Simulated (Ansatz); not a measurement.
A run for Ansatz (a first-principles code): R-r2SCAN/def2-TZVPP on CH6SSn (SMILES C[S][SnH3]), a point of a torsion scan. Elements past Kr take the def2 small-core potentials; no spin–orbit coupling.

Ansatz 0.2 input:
```yaml
crystal:
  periodic: [false, false, false]
  atoms:
    - {symbol: C, position_ang: [1.60486394, -0.09086174, 0.14255695]}
    - {symbol: S, position_ang: [1.19486835, -0.02307757, -1.62699906]}
    - {symbol: Sn, position_ang: [-0.83924940, -1.28810961, -1.68763604]}
    - {symbol: H, position_ang: [1.73540150, -1.11995313, 0.46027865]}
    - {symbol: H, position_ang: [2.53988161, 0.44811744, 0.24918465]}
    - {symbol: H, position_ang: [0.83096106, 0.39629429, 0.72649030]}
    - {symbol: H, position_ang: [-0.59563031, -2.84941863, -1.11456082]}
    - {symbol: H, position_ang: [-1.37076346, -1.33868960, -3.26375680]}
    - {symbol: H, position_ang: [-2.01595649, -0.59188459, -0.70970897]}
basis:
  gaussian:
    orbitals: def2-TZVPP
hamiltonian:
  xc: {name: r2SCAN}
scf: {lower_state_search: off}
```

The head of its log:

```
WARN ansatz: RAYON_NUM_THREADS=1 ignored (pool sized by the plan → 1); use --threads N
Functional definition: r2SCAN
these checks for a lower state are left out or cut short: stability, starts, cluster_reference, orbital_swaps, neighbouring_geometries, increment
integrals: 0.13 GiB planned
1206 factors; their error is unknown
mean field: 0.86 GiB planned
mean field evaluation 1: about -17797.5015 eV, gradient 5.0e1 eV
mean field evaluation 2: about -17791.0162 eV, gradient 6.7e1 eV
```

What total energy does the run end on?

-654.2557 hartree.
